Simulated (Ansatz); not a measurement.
SnO₂⁻. The state is a doublet with charge -1. Geometry r2SCAN-D4/def2-TZVPD.

```xyz
3

Sn    0.2736    0.0397    0.4998
O    -0.3649   -1.6821    0.0070
O     0.0912    1.6424   -0.5068
```

In the def2 sets Sn takes a core potential; there is no spin–orbit coupling. LC-ωPBE has ω = 0.4 bohr⁻¹. The structure comes from a short search, and lower isomers may exist.

**Question.** Estimate the α-spin orbital energies around the gap (eV) in Ansatz with HF/def2-TZVPD, PBE-D4/def2-SVPD, revPBE-D4/def2-TZVPD, PBE0-D4/def2-TZVPD, LC-ωPBE/def2-TZVPD.

**Answer.** 
```json
{"orbital": "HOMO−9", "HF/def2-TZVPD": "-30.24", "PBE-D4/def2-SVPD": "-20.24", "revPBE-D4/def2-TZVPD": "-19.98", "PBE0-D4/def2-TZVPD": "-22.87", "LC-ωPBE/def2-TZVPD": "-25.57"}
{"orbital": "HOMO−8", "HF/def2-TZVPD": "-28.83", "PBE-D4/def2-SVPD": "-15.81", "revPBE-D4/def2-TZVPD": "-16.06", "PBE0-D4/def2-TZVPD": "-18.97", "LC-ωPBE/def2-TZVPD": "-21.62"}
{"orbital": "HOMO−7", "HF/def2-TZVPD": "-25.55", "PBE-D4/def2-SVPD": "-15.47", "revPBE-D4/def2-TZVPD": "-15.75", "PBE0-D4/def2-TZVPD": "-18.66", "LC-ωPBE/def2-TZVPD": "-21.19"}
{"orbital": "HOMO−6", "HF/def2-TZVPD": "-12.37", "PBE-D4/def2-SVPD": "-5.43", "revPBE-D4/def2-TZVPD": "-5.32", "PBE0-D4/def2-TZVPD": "-6.95", "LC-ωPBE/def2-TZVPD": "-9.95"}
{"orbital": "HOMO−5", "HF/def2-TZVPD": "-10.58", "PBE-D4/def2-SVPD": "-2.71", "revPBE-D4/def2-TZVPD": "-2.58", "PBE0-D4/def2-TZVPD": "-4.29", "LC-ωPBE/def2-TZVPD": "-6.98"}
{"orbital": "HOMO−4", "HF/def2-TZVPD": "-9.27", "PBE-D4/def2-SVPD": "-1.78", "revPBE-D4/def2-TZVPD": "-1.66", "PBE0-D4/def2-TZVPD": "-3.27", "LC-ωPBE/def2-TZVPD": "-6.13"}
{"orbital": "HOMO−3", "HF/def2-TZVPD": "-7.98", "PBE-D4/def2-SVPD": "-1.78", "revPBE-D4/def2-TZVPD": "-1.66", "PBE0-D4/def2-TZVPD": "-3.15", "LC-ωPBE/def2-TZVPD": "-5.97"}
{"orbital": "HOMO−2", "HF/def2-TZVPD": "-5.59", "PBE-D4/def2-SVPD": "-0.95", "revPBE-D4/def2-TZVPD": "-0.84", "PBE0-D4/def2-TZVPD": "-2.31", "LC-ωPBE/def2-TZVPD": "-4.94"}
{"orbital": "HOMO−1", "HF/def2-TZVPD": "-5.23", "PBE-D4/def2-SVPD": "-0.83", "revPBE-D4/def2-TZVPD": "-0.74", "PBE0-D4/def2-TZVPD": "-2.30", "LC-ωPBE/def2-TZVPD": "-4.94"}
{"orbital": "HOMO", "HF/def2-TZVPD": "-3.42", "PBE-D4/def2-SVPD": "-0.17", "revPBE-D4/def2-TZVPD": "-0.07", "PBE0-D4/def2-TZVPD": "-1.34", "LC-ωPBE/def2-TZVPD": "-3.80"}
{"orbital": "LUMO", "HF/def2-TZVPD": "5.08", "PBE-D4/def2-SVPD": "2.61", "revPBE-D4/def2-TZVPD": "2.57", "PBE0-D4/def2-TZVPD": "3.09", "LC-ωPBE/def2-TZVPD": "4.86"}
{"orbital": "LUMO+1", "HF/def2-TZVPD": "5.41", "PBE-D4/def2-SVPD": "3.95", "revPBE-D4/def2-TZVPD": "3.54", "PBE0-D4/def2-TZVPD": "4.03", "LC-ωPBE/def2-TZVPD": "5.12"}
{"orbital": "LUMO+2", "HF/def2-TZVPD": "5.90", "PBE-D4/def2-SVPD": "4.37", "revPBE-D4/def2-TZVPD": "3.95", "PBE0-D4/def2-TZVPD": "4.45", "LC-ωPBE/def2-TZVPD": "5.77"}
{"orbital": "LUMO+3", "HF/def2-TZVPD": "6.48", "PBE-D4/def2-SVPD": "4.83", "revPBE-D4/def2-TZVPD": "4.02", "PBE0-D4/def2-TZVPD": "4.53", "LC-ωPBE/def2-TZVPD": "5.95"}
{"orbital": "LUMO+4", "HF/def2-TZVPD": "6.90", "PBE-D4/def2-SVPD": "5.88", "revPBE-D4/def2-TZVPD": "5.13", "PBE0-D4/def2-TZVPD": "5.62", "LC-ωPBE/def2-TZVPD": "6.82"}
{"orbital": "LUMO+5", "HF/def2-TZVPD": "7.14", "PBE-D4/def2-SVPD": "5.93", "revPBE-D4/def2-TZVPD": "5.19", "PBE0-D4/def2-TZVPD": "5.70", "LC-ωPBE/def2-TZVPD": "6.91"}
{"orbital": "β HOMO", "HF/def2-TZVPD": "-3.48", "PBE-D4/def2-SVPD": "-0.52", "revPBE-D4/def2-TZVPD": "-0.43", "PBE0-D4/def2-TZVPD": "-1.72", "LC-ωPBE/def2-TZVPD": "-4.38"}
{"orbital": "β LUMO", "HF/def2-TZVPD": "4.82", "PBE-D4/def2-SVPD": "0.74", "revPBE-D4/def2-TZVPD": "0.87", "PBE0-D4/def2-TZVPD": "1.65", "LC-ωPBE/def2-TZVPD": "3.45"}
```
